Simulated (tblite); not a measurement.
Compound: C4H5F3SSi.
Geometry (GFN2-xTB, Å), atoms numbered from 1 in this order:
```
atom  x, y, z in Å
C1     3.9266   -0.2281    1.1869
C2     2.8507   -0.3821    0.6738
Si3    1.1902   -0.6040   -0.0849
F4     1.1760    0.1468   -1.5127
S5    -0.1755    0.5165    1.1573
C6    -1.4313    1.0183   -0.0725
C7    -2.3760   -0.1032   -0.4642
F8    -3.0004   -0.6376    0.6073
F9    -1.7133   -1.1247   -1.0625
H10    4.8702   -0.0916    1.6319
H11    0.7797   -1.9635   -0.3479
H12   -2.0083    1.8126    0.3983
H13   -0.9370    1.3975   -0.9655
H14   -3.1522    0.2426   -1.1674
```

Computed with GFN2-xTB (tblite): harmonic, unscaled wavenumbers at the GFN2-xTB geometry, gas phase. Against measured fundamentals such values can be off by several per cent, at times by over 20. Modes of hydrogen on silicon can be 10 to 20 % off. One conformer, not necessarily the lowest.

Harmonic wavenumbers (cm⁻¹): 31.4, 36.5, 70.4, 92.0, 136.3, 151.3, 180.8, 228.7, 274.9, 294.2, 350.0, 462.7, 484.0, 612.9, 626.4, 635.5, 682.9, 688.1, 708.9, 720.9, 817.2, 852.5, 926.2, 1008.7, 1116.7, 1153.4, 1224.4, 1273.1, 1275.8, 1411.7, 2214.2, 2412.9, 2876.9, 3006.6, 3018.9, 3360.8.

A = 2424, B = 650.4, C = 586.9 MHz; mass 169.983 u (most abundant isotopes); point group C1, symmetry number 1.

Question: What is the zero-point energy?

Answer: ½Σν̃ = 17709 cm⁻¹ = 50.63 kcal/mol.

Question: Entropy at 500 K, 1 bar (ideal gas, RRHO, classical rotation)?

Answer: Translation 43.89, rotation 31.77, vibration 57.46: S = 133.1 cal/(mol K).

Question: And Cp and H(500 K) − H(0)?

Answer: Cp = 52.51 cal/(mol K), of which vibrations give 44.56 (their classical limit is 36 R = 71.5); H(500 K) − H(0) = 17.27 kcal/mol without the zero-point energy, 13.30 from vibrations.

Question: Which modes carry the vibrational entropy at 500 K?

Answer: 31.4 cm⁻¹: 6.77; 36.5 cm⁻¹: 6.47; 70.4 cm⁻¹: 5.16; 92.0 cm⁻¹: 4.63; 136.3 cm⁻¹: 3.86; 151.3 cm⁻¹: 3.66 cal/(mol K); the other 30 give 26.92 together.

Question: Blend soft modes into free rotors: weight 1/[1 + (100 cm⁻¹/ν̃)⁴] for the oscillator and the rest for a rotor with moment μB/(μ + B), μ = h/(8π²ν), B = 10⁻⁴⁴ kg m². What vibrational entropy results?

Answer: 50.98 cal/(mol K) in place of 57.46, which changes −T·S at 500 K by +3.24 kcal/mol.

Question: How do the functions run with temperature in this model?

Answer: 
| T (K) | S (cal/(mol K)) | Cp (cal/(mol K)) | H − H(0) (kcal/mol) | G − H(0) (kcal/mol) | ln q(vib) |
| --- | --- | --- | --- | --- | --- |
| 50 | 63.5 | 15.8 | 0.58 | -2.59 | 1.21 |
| 100 | 76.5 | 22.0 | 1.54 | -6.11 | 3.10 |
| 298.15 | 109.1 | 40.3 | 7.79 | -24.74 | 9.75 |
| 373.15 | 118.8 | 45.7 | 11.02 | -33.29 | 11.99 |
| 750 | 156.2 | 61.0 | 31.56 | -85.58 | 21.72 |
| 1000 | 174.5 | 66.1 | 47.49 | -126.99 | 27.06 |

q(vib) and H(0) count from the zero-point level.

Hindered rotation and anharmonicity are outside this model. Other conformers, if any are populated, would add a mixing term that is left out. The structure is chiral; the term R ln 2 for an equal mix with its mirror image is left out.
